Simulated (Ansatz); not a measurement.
Program: Ansatz. Geometries: PBE0-D4/def2-TZVP. ΔE: electronic, gas phase. CCSD(T)/CBS is the MP2 limit (def2-TZVPP, def2-QZVPP) plus CCSD(T) − MP2 in def2-TZVPP, frozen cores. This one scheme is used for every species. DFT in def2-TZVPP. Elements past krypton have def2 core potentials. For Sn outer-core shells are correlated without core-valence functions, which leaves a few kJ/mol of doubt a bond. One conformer a species, not always the lowest.

Reaction (redistribution): `C[O][SnH2][F]` + `CNBO` → `C[NH][SnH2][O]C` + `OBF`

```csv
level,ΔE (kcal/mol)
r2SCAN-D4,10.1
ωB97M-V,9.3
B2PLYP,9.4
HF/def2-TZVPP,9.0
MP2/def2-TZVPP,6.5
SCS-MP2/def2-TZVPP,7.2
HF/def2-QZVPP,9.6
MP2/CBS(def2),7.7
```

(1) What does CCSD(T)/CBS give? (Best estimate.)

Largest T1 diagnostic among the species: 0.014.

Results:

(1) The calculation gave: +8.0 kcal/mol. The listed levels differ from it by 2.1, 1.3, 1.4, 1.0, -1.5, -0.8, 1.6, -0.3 kcal/mol.

In def2-TZVPP, CCSD(T) changes the Hartree–Fock value by −2.2 kcal/mol (the triples alone add −0.3 kcal/mol) and MP2 by −2.5 kcal/mol. From PBE to PBE0 (25 % exact exchange), in def2-TZVPP and without D4, ΔE moves by −0.8 kcal/mol.
